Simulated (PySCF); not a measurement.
Species: C6H10O.
Numbering: `[OH:1][C@@:2]12[CH2:3][CH2:4][CH2:5][C@@H:6]1[CH2:7]2`

Probes without a nucleus sit at each ring's centroid and 1 Å off its mean plane on both sides; NICS is minus the shielding there, NICSzz its component along the normal. Level: GIAO PBE0/pcSseg-1 (PySCF, non-relativistic, gas phase) on the GFN2-xTB geometry, one conformer.

Rings: 1. C2–C3–C4–C5–C6; 2. C2–C6–C7.

```csv
set,NICS(0),"NICS(1), two faces","NICS(1)zz, two faces"
P,-43.5,-6.5 / -10.4,-18.5 / -24.8
Q,-9.6,-2.4 / -7.8,-2.3 / -5.3
```

Question: Which set (ppm) belongs to which ring?

Answer: P = 2, Q = 1.
- 1 (5-membered carbocycle; formal bonds all single): mean NICS(1)zz -3.8 ppm, shielded. C2, C3, C4, C5, C6 have four or more neighbours, and the NICS criterion for π rings isn't applied.
- 2 (3-membered carbocycle; formal bonds all single): mean NICS(1)zz -21.6 ppm, shielded. C2, C6, C7 have four or more neighbours, and the NICS criterion for π rings isn't applied.

Question: How do the rings differ in shape?

Answer: 
| ring | bond lengths (Å) | rms pucker (Å) | HOMA | nearest outside atom to a NICS(1) probe (Å) |
| --- | --- | --- | --- | --- |
| 1 | 1.521, 1.534, 1.537, 1.512, 1.507 | 0.12 | – | hydrogen 1.28 |
| 2 | 1.507, 1.506, 1.496 | 0.00 | – | hydrogen 1.42 |
